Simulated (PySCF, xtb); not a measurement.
Al(Cl)2(Et) (C2H5AlCl2), SMILES C[CH2][Al]([Cl])[Cl].

GFN2-xTB (xtb 6.7.1) at its own geometry gives an orbital gap of 4.05 eV and a dipole moment of 1.85 D.

Geometry: ωB97X-D3(BJ)/def2-SVP. The structure was generated by enumeration; whether it is a known compound was not checked. Other conformers were not sampled.

Question: What does PBE/def2-TZVP in PySCF give? (An estimate is asked for; the answer gives what the named calculation found.)

Answer: gap 5.40 eV (levels -7.06 and -1.66 eV), dipole 2.12 D.
